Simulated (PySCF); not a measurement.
C₂H₇FOSi, SMILES CCO[SiH2]F. Atoms are numbered in the order given.

```xyz
12

Si     1.1750     0.3367     0.5136
F      2.0109     0.4070    -0.8803
O     -0.4449     0.3370     0.2183
C     -1.1909    -0.7256    -0.3626
C     -2.6575    -0.5627    -0.0142
H      1.5871    -0.9259     1.1827
H      1.4691     1.5552     1.2965
H     -0.8150    -1.7014     0.0024
H     -1.0505    -0.7130    -1.4586
H     -3.0324     0.4060    -0.3785
H     -3.2556    -1.3654    -0.4739
H     -2.8021    -0.5980     1.0767
```

The structure is a stationary point at B3LYP-D3(BJ)/def2-SVP. The values are those of a single conformer.

Method: SMD-PBE0/6-31G* (PySCF).

Solvation free energies are E(SMD) − E(gas) at the gas-phase geometry, for 1 M in both phases. In vacuum the dipole moment is 1.70 D.

Problem. Estimate the solvation free energies in water, acetonitrile, 2-propanol. (The exact figures need the calculation; the answer reports its results.)

Solution. 
```json
[
 {"solvent": "water", "ΔG(solv) (kcal/mol)": "-0.3", "its non-electrostatic (CDS) part": "3.5", "dipole (D)": "2.09"},
 {"solvent": "acetonitrile", "ΔG(solv) (kcal/mol)": "-3.0", "its non-electrostatic (CDS) part": "-0.2", "dipole (D)": "2.05"},
 {"solvent": "2-propanol", "ΔG(solv) (kcal/mol)": "-3.6", "its non-electrostatic (CDS) part": "-0.2", "dipole (D)": "2.05"}
]
```
